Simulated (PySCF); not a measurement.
Molecule: C₃H₈Ge, SMILES [CH3][GeH2][CH]=C. Atoms near the plane z = 1.5 Å, at the CAM-B3LYP/def2-SVP optimised geometry (x, y, z in Å): Ge1 (0.1, -1.3, 0.0), C3 (-0.5, 0.5, 0.0), H5 (-0.3, -2.0, 1.3), H6 (1.7, -1.3, 0.0), H10 (-0.2, 1.1, 0.8).

Calculation: CAM-B3LYP/def2-TZVP (PySCF 2.14.0). The values are rescaled to run from 0 to 1.

```
|0000000000000000000000000000000|
|0000000000000000000000000000000|
|0000000000000000000000000000000|
|0000000000000000000000000000000|
|0000000000000000000000000000000|
|0000000000000000000000000000000|
|0000000000000000000000000000000|
|0000000000000244200000000000000|
|0000000000004789840000000000000|
|0000000000027999983000000000000|
|0000000000048999995000000000000|
|0000000000148999984000000000000|
|0000000000137999972000000000000|
|0000000000124788620000000000000|
|0000000000011232100000000000000|
|0000000000000000000000000000000|
|0000000000000000000000000000000|
|0000000000000000000001110000000|
|0000000000002343210012320000000|
|0000000000258998631112331000000|
|0000000002699999952112321000000|
|0000000015999999972001110000000|
|0000000017999999983000000000000|
|0000000017999999983000000000000|
|0000000005999999982000000000000|
|0000000002799999961000000000000|
|0000000000279999730000000000000|
|0000000000014565200000000000000|
|0000000000000000000000000000000|
|0000000000000000000000000000000|
|0000000000000000000000000000000|
```
Scale: ten equal steps from 0.000 (start of '0') to 1.00 (end of '9'), in the order '0123456789'; x runs from -4.50 to 4.50, y from -4.50 (bottom) to 4.50 (top).

Which quantity is mapped?
A) log10 of the electron density
B) electron localisation function
C) electrostatic potential
D) deformation density (molecule minus spherical neutral atoms)

B, electron localisation function
